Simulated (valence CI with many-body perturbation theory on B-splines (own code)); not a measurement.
Cu XVII: key properties

Level of theory: valence CI with perturbative core correlation (CI+MBPT): three valence electrons over a frozen Dirac-Fock core [Ne], a basis of 11 s, 11 p, 10 d, 8 f, 5 g, 2 h functions for each j, with the one-electron correlation potential Σ1 (screened to all orders), the two-electron term Σ2, the three-electron term Σ3, Breit, model QED; selected single and double excitations, second order for the rest, scaled by the run's own slope (own B-spline code, finite nucleus).

No measured spectrum was set against this ion. As an estimate, levels of excited configurations hold to 0.05 to 0.15 % of their energy, terms of the ground configuration to about 0.5 %.

Names give the largest LS component (configuration and term), which can be under half, so a name can repeat, a term be missing and a line seem to break the LS rules; names also repeat where a configuration has a term twice.

Rates and lifetimes use the calculated energies. Strong lines usually hold to 10 to 20 %, long lifetimes can be off by a factor of two.

Q: What is the ground level?

A: 3s²3p ²P°_1/2, composition 97 % 3s²3p ²P°, g = 0.664.

Q: Name the longest-lived excited levels whose lifetime is computed, and their main decay.

A: 3s²3p ²P°_3/2 at 33251 cm⁻¹ lives 3.01 ms, mostly by M1 to 3s²3p ²P°_1/2; 3s3p² ⁴P_3/2 at 291710 cm⁻¹ lives 54.3 ns, mostly by E1 to 3s²3p ²P°_3/2. The lifetime of 3s3p3d ⁴F°_9/2 is too uncertain to give, and may be longer.

Q: How well does LS coupling describe the low levels?

A: Among the lowest 20 levels the leading LS term, summed over configurations, holds 92 % on average. For single configurations the figures are 84 % in LS and 68 % in jj coupling. Terms mix most in the J = 1/2 level at 445090 cm⁻¹, where the leading one holds 60 %.

Q: Among levels below 2424100 cm⁻¹, which E1 lines absorb most strongly from the ground level?

A: to 3s²3d ²D_3/2 at 17.42 nm, f = 0.402; to 3s²4d ²D_3/2 at 4.260 nm, f = 0.329; to 3s3p² ²S_1/2 at 22.47 nm, f = 0.226.

Q: How is the term ²P° of the ground level split?

A: J = 1/2 at 0, J = 3/2 at 33251 cm⁻¹.

Q: Where does the other parity begin?

A: At 3s3p² ⁴P_1/2, 277080 cm⁻¹.

Q: What is the ionisation energy?

A: 556.54 eV; NIST lists 552.8 ± 2.1 eV (semi-empirical).
